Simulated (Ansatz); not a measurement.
Job for Ansatz (a quantum-chemistry and plane-wave program): U-SVWN5/def2-TZVPP on SiMo, 2S+1 = 5, a spin state set in the input, which need not be the lowest, a point of a bond scan (R = 2.364 Å). Elements past Kr take the def2 small-core potentials; no spin–orbit coupling.

Ansatz 0.2 input:
```yaml
crystal:
  periodic: [false, false, false]
  atoms:
    - {symbol: Mo, position_ang: [0.00000000, 0.00000000, 0.00000000]}
    - {symbol: Si, position_ang: [0.00000000, 0.00000000, 2.36405000]}
basis:
  gaussian:
    orbitals: def2-TZVPP
    pivot_positions_ang: [[0.00000000, 0.00000000, 0.00000000], [0.00000000, 0.00000000, 2.36405000]]
hamiltonian:
  xc: {name: SVWN5}
magnetization: {spin_polarized: true, initial_magnetization: 4}
output: {forces: true, orbitals: {seedname: ./end}}
```

The head of its log:

```
WARN ansatz: RAYON_NUM_THREADS=1 ignored (pool sized by the plan → 1); use --threads N
Functional definition: SVWN5
integrals: 0.02 GiB planned
587 factors; their error is unknown
mean field: 0.27 GiB planned
mean field evaluation 1: about -9682.8944 eV, gradient 4.5e1 eV
mean field evaluation 2: about -9541.2436 eV, gradient 1.1e2 eV
```

Problem. Predict the final total energy.

Solution. -356.2748 hartree. Its determinant has ⟨S²⟩ = 6.19, a mixture of spin states.
